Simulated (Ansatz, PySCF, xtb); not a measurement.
Complex: boric acid (SMILES OB(O)O) (first 7 atoms) with NH3 (SMILES N); geometry from B3LYP-D3(BJ)/def2-TZVP, rigid monomers moved along the line of their centres of mass till H7···N8 is 3.40 Å.
(charge 0, multiplicity 1):
```tsv
atom	x (Å)	y (Å)	z (Å)
O	-0.0024	-0.5718	-1.1977
B	-0.1552	-0.1962	0.1102
O	-1.3611	0.3833	0.4784
O	0.8779	-0.4118	0.9665
H	-0.7868	-0.3771	-1.7183
H	-1.3983	0.6214	1.4085
H	0.6982	-0.1194	1.8813
N	0.6413	0.6965	5.1829
H	0.5420	1.6898	5.3625
H	-0.0720	0.2135	5.7184
H	1.5403	0.4132	5.5593
```

Monomers are frozen at their geometry in the pair; levels with a basis set take the counterpoise correction. Rows marked so take none.

Rows in 6-31G* carry no dispersion term and start afresh at each structure (6-31G* with six Cartesian d functions).

The values were computed with Ansatz (Gaussian basis) for Hartree–Fock, density functionals and correlated methods; PySCF for 6-31G* rows; xtb for the GFN methods. Values without a source in brackets are computed.

Problem. One of these levels gives -3.84 kcal/mol for the interaction energy. Which?
(A) HF/6-31G* (no counterpoise)
(B) GFN1-xTB
(C) r2SCAN/def2-TZVPPD

Solution. A, HF/6-31G* (no counterpoise). The others give -1.25 (GFN1-xTB), -2.90 (r2SCAN/def2-TZVPPD)

Ansatz is an electronic-structure program.
